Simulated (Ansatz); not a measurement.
The cluster Se3⁻, relaxed as a doublet with UKS PBE0-D4/def2-TZVPD in Ansatz, starting from the GFN2-xTB geometry. Force threshold 0.02 eV/Å.

The structure comes from a short search, and lower isomers may exist.

Start:

```xyz
3

Se   -1.6480   -0.6586    0.7023
Se    1.1467    0.6421   -1.3843
Se    0.5014    0.0165    0.6820
```

(1) Estimate the energy that the relaxation releases and the steps that it takes.

(2) Does the start keep its bonding and symmetry?

(3) Predict the relaxed structure.

Answers

(1) 1.1 kJ/mol, in 3 steps; 18 s on 4 threads of Arm Neoverse V1 on a shared host. No frequencies were taken in this run, so the end may be a saddle point.

(2) By distances, no bond broke or formed. The bond that changes most is Se1–Se3, from 2.25 to 2.27 Å (atoms count from 1). Point group C2v at the start, C2v at the end, both within 0.05 Å.

(3) 
```xyz
3

Se   -1.674   -0.674    0.737
Se    1.187    0.658   -1.399
Se    0.487    0.016    0.662
```
Bond lengths: 2 × Se–Se 2.27 Å.
